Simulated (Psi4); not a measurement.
C2F4, charge -1, doublet, at a GFN2-xTB geometry (a state made from the parent by changing its charge; the spin is typed, not shown lowest) (a gas-phase anion, which may not be bound at this level); CAM-B3LYP/def2-SVPD in Psi4.

Here is a job for Psi4.
```
memory 2 GB

molecule mol {
-1 2
F    -1.402087   -0.301991    1.136996
C    -0.674389   -0.338601   -0.040561
F    -1.473304    0.401076   -0.995341
C     0.698837   -0.279846    0.066407
F     1.425261   -0.284234   -1.112497
F     1.433831    0.597447    0.953611
}

set {
  basis def2-svpd
  reference uks
}

energy('cam-b3lyp')
print_variables()
```

### Question
Write the output that Psi4 gives for this input, abridged.

### Answer

```
   => Loading Basis Set <=

    Name: DEF2-SVPD
    Role: ORBITAL
    Keyword: BASIS

         ---------------------------------------------------------
                                   SCF
               by Justin Turney, Rob Parrish, Andy Simmonett
                          and Daniel G. A. Smith
                              UKS Reference
         ---------------------------------------------------------

  ==> Geometry <==

    Molecular point group: c1
    Full point group: C1

    Geometry (in Angstrom), charge = -1, multiplicity = 2:

       Center              X                  Y                   Z               Mass
    ------------   -----------------  -----------------  -----------------  -----------------
         F           -1.401924199870    -0.306107659217     1.137168105842    18.998403162730
         C           -0.674226199870    -0.342717659217    -0.040388894158    12.000000000000
         F           -1.473141199870     0.396959340783    -0.995168894158    18.998403162730
         C            0.698999800130    -0.283962659217     0.066579105842    12.000000000000
         F            1.425423800130    -0.288350659217    -1.112324894158    18.998403162730
         F            1.433993800130     0.593330340783     0.953783105842    18.998403162730

  Running in c1 symmetry.

  Rotational constants: A =      0.17016  B =      0.09200  C =      0.06686 [cm^-1]
  Rotational constants: A =   5101.13428  B =   2758.23013  C =   2004.35387 [MHz]
  Nuclear repulsion =  232.558597780686966

  Charge       = -1
  Multiplicity = 2
  Electrons    = 49
  Nalpha       = 25
  Nbeta        = 24

  ==> Algorithm <==

  SCF Algorithm Type is DF.
  DIIS enabled.
  MOM disabled.
  Fractional occupation disabled.
  Guess Type is SAD.
  Energy threshold   = 1.00e-06
  Density threshold  = 1.00e-06
  Integral threshold = 1.00e-12

  ==> Primary Basis <==

  Basis Set: DEF2-SVPD
    Blend: DEF2-SVPD
    Number of shells: 52
    Number of basis functions: 132
    Number of Cartesian functions: 144
    Spherical Harmonics?: true
    Max angular momentum: 2

  ==> DFT Potential <==

   => LibXC <=

    Version 7.1.2
    S. Lehtola, C. Steigemann, M. J. T. Oliveira, and M. A. L. Marques,  SoftwareX 7, 1–5 (2018) (10.1016/j.softx.2017.11.002)

   => Composite Functional: CAM-B3LYP <=

    CAM-B3LYP Hyb-GGA Exchange-Correlation Functional

    T. Yanai, D. P. Tew, and N. C. Handy,  Chem. Phys. Lett. 393, 51 (2004) (10.1016/j.cplett.2004.06.011)

[...]
      Ntotal   =   49.0000098217 ; deviation = 9.822e-06

   @Spin Contamination Metric:   1.676571338E-02
   @S^2 Expected:                7.500000000E-01
   @S^2 Observed:                7.667657134E-01
   @S   Expected:                5.000000000E-01
   @S   Observed:                5.000000000E-01

    Orbital Energies [Eh]
    ---------------------

    Alpha Occupied:

[...]
      25A     -0.040056

    Alpha Virtual:

[...]
    Beta Occupied:

[...]
    Beta Virtual:

[...]
    Final Occupation by Irrep:
              A
    DOCC [    24 ]
    SOCC [     1 ]
    NA   [    25 ]
    NB   [    24 ]

  @DF-UKS Final Energy:  -475.05111997731314

   => Energetics <=

    Nuclear Repulsion Energy =            232.5585977806869664
    One-Electron Energy =               -1132.3767921501112141
    Two-Electron Energy =                 463.8435402323424910
    DFT Exchange-Correlation Energy =     -39.0764658402314566
    Empirical Dispersion Energy =           0.0000000000000000
    VV10 Nonlocal Energy =                  0.0000000000000000
    Total Energy =                       -475.0511199773131352

  UHF NO Occupations:
  HONO-2 :   23  A 1.9997222
  HONO-1 :   24  A 1.9922681
  HONO-0 :   25  A 1.0000000
  LUNO+0 :   26  A 0.0077319
  LUNO+1 :   27  A 0.0002778
  LUNO+2 :   28  A 0.0001535
  LUNO+3 :   29  A 0.0000989

Computation Completed

Properties will be evaluated at   0.000000,   0.000000,   0.000000 [a0]

Properties computed using the SCF density matrix

 Multipole Moments:

 ------------------------------------------------------------------------------------
     Multipole            Electronic (a.u.)      Nuclear  (a.u.)        Total (a.u.)
 ------------------------------------------------------------------------------------

 L = 1.  Multiply by 2.5417464519 to convert [e a0] to [Debye]
 Dipole X            :         -0.0213325            0.0147614           -0.0065711
 Dipole Y            :          0.5396613           -0.3734092            0.1662521
 Dipole Z            :         -0.0225522            0.0156055           -0.0069467
 Magnitude           :                                                    0.1665268

 ------------------------------------------------------------------------------------

  Variable Map:
  ----------------------------------------------------------------------------
[...]
  Array Variable Map:
  ----------------------------------------------------------------------------
[...]
[...]
```
